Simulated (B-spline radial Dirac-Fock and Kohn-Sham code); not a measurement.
**Ionisation of each subshell: Ru²⁷⁺**

System: Ru²⁷⁺, configuration [Ne] 3s2 3p5; nuclear rms radius 4.4809 fm (A = 102).

Input file task.json (cfg lists n, l and occupation; rrms is the nuclear radius in fm):

```json
{"items": [{
  "Z": 44,
  "q": 27,
  "cfg": [[1, 0, 2], [2, 0, 2], [2, 1, 6], [3, 0, 2], [3, 1, 5]],
  "A": 102,
  "rrms": 4.4809,
  "do": ["binding"]
}]}
```

Command: `python xray_run.py task.json out`

Method: multi-electron Dirac-Fock with separately optimised hole states, Breit and Lamb-shift corrections added in first order. Computed with a radial atomic solver. Correlation energy is missing from these numbers. Energies are counted from the vacuum level. Subshells whose hole state is unreliable or did not converge are left out.

All terms are in eV, carry their sign (relaxation lowers the binding energy) and add up to the binding energy; ⟨r⟩ is the mean radius of the orbital in the initial state.

| subshell | −ε (Koopmans) | relaxation | Gaunt | retardation | QED | binding energy | ⟨r⟩ (bohr) |
| --- | --- | --- | --- | --- | --- | --- | --- |
| K | 23534.6 | -29.36 | -46.60 | 3.63 | -21.11 | 23441.2 | 0.033 |
| L1 | 4527.0 | -6.77 | -4.27 | 0.24 | -2.56 | 4513.6 | 0.143 |
| L2 | 4275.7 | -8.57 | -7.19 | 0.74 | 0.24 | 4260.9 | 0.122 |
| M1 | 1637.9 | -0.82 | -0.91 | 0.08 | -0.61 | 1635.7 | 0.361 |
| M2,3 | 1523.6 | -0.91 | -1.26 | 0.23 | 0.00 | 1521.7 | 0.355 |

For the deepest level, K (1s), the Breit terms make up -0.183 % of the binding energy, QED -0.090 % and orbital relaxation -0.125 %.

Going to the tabulated ground configuration of the next ion removes an electron from M2,3 (3p), computed at 1521.7 eV. NIST lists 1506.7 ± 1.6 eV as the ionisation energy of this species (semi-empirical), -14.99 eV from the computed value. Where a p, d or f shell is open in either ion the computed value averages over both j values and all terms, while the table refers to the lowest levels; that difference holds spin-orbit splitting (largest in heavy or highly charged ions), term energies where several electrons share open shells, and correlation, and it can reach 10 % or more.
